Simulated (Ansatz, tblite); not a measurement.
Forces on [AlF4]- (AlF4⁻) at its r2SCAN-D4/def2-SVPD geometry. The state is a singlet with charge -1.

The xTB rows come from tblite.

GFN1-xTB (tblite), largest force 0.44 eV/Å:

```xyz
5
positions Å, forces eV/Å
Al    0.000    0.000    0.000    0.000    0.000    0.000
F     0.411   -1.176   -1.175   -0.105    0.299    0.299
F    -0.099    1.539   -0.743    0.025   -0.392    0.189
F     1.201    0.032    1.220   -0.306   -0.008   -0.311
F    -1.513   -0.396    0.698    0.385    0.101   -0.178
```

GFN2-xTB (tblite), largest force 0.56 eV/Å:

```
Al 0.000 0.000 0.000
F -0.134 0.382 0.382
F 0.032 -0.500 0.242
F -0.390 -0.010 -0.397
F 0.491 0.129 -0.227
```

ωB97X-V/def2-TZVPD (Ansatz), largest force 0.44 eV/Å:

```
Al 0.000 0.000 0.000
F -0.105 0.300 0.301
F 0.025 -0.394 0.190
F -0.307 -0.008 -0.312
F 0.387 0.101 -0.179
```
